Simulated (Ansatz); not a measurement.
`C[Se][SiH2]N` → `C[SeH]` + `N[SiH]` at 400 K and 1 bar (silylene formation by 1,1-elimination).

Program: Ansatz. Geometries: PBE0-D4/def2-TZVP. ΔE: electronic, gas phase. CCSD(T)/CBS adds triple-zeta CCSD(T) − MP2 to the extrapolated MP2 energy (def2 sets, frozen cores). This one scheme is used for every species. For Se outer-core shells are correlated without core-valence functions, which leaves a few kJ/mol of doubt a bond. Scalar relativity is left out up to krypton. Each species was taken in one conformer, which may not be the lowest.

```tsv
species	CCSD(T)/CBS energy (Eh)	H − E (kJ/mol)	S (J/(mol·K))
`C[Se][SiH2]N`	-2786.80616	248.7	401.4
`C[SeH]`	-2441.15625	135.4	284.5
`N[SiH]`	-345.56329	104.6	261.0
```

H − E and S are ideal-gas, rigid-rotor, harmonic terms from PBE0-D4/def2-TZVP, for one conformer and one mirror image of each species. 1 Eh = 2625.50 kJ/mol, R = 8.31446 J/(mol·K).

**Question.** By hand: ΔE, ΔH, ΔS and ΔG.

**Answer.** ΔE = (-2441.15625) + (-345.56329) − (-2786.80616) = 0.08662 Eh = 227.4 kJ/mol. Δ(H − E) = 135.4 + 104.6 − 248.7 = -8.7, so ΔH = 218.7 kJ/mol. ΔS = 284.5 + 261.0 − 401.4 = 144.1 J/(mol·K). ΔG = 218.7 − 400 × (144.1)/1000 = 161.1 kJ/mol.

**Question.** By hand: the equilibrium constant, and the temperature at which ΔG would vanish if ΔH and ΔS stayed fixed.

**Answer.** log₁₀ K = −ΔG/(RT ln 10) = -21.0. ΔG = 0 at ΔH/ΔS = 1518 K.

The number of gas molecules changes by +1, which sets the sign of ΔS. A doubt of 5 kJ/mol in ΔE shifts log₁₀ K by 0.7 here. Other conformers and mirror images would add mixing entropy, several J/(mol·K) or more a flexible species. These are equilibria of isolated gas molecules and say nothing of rates. Largest T1 diagnostic: 0.015 (customary marks: 0.02 for closed shells, 0.045 for open ones).
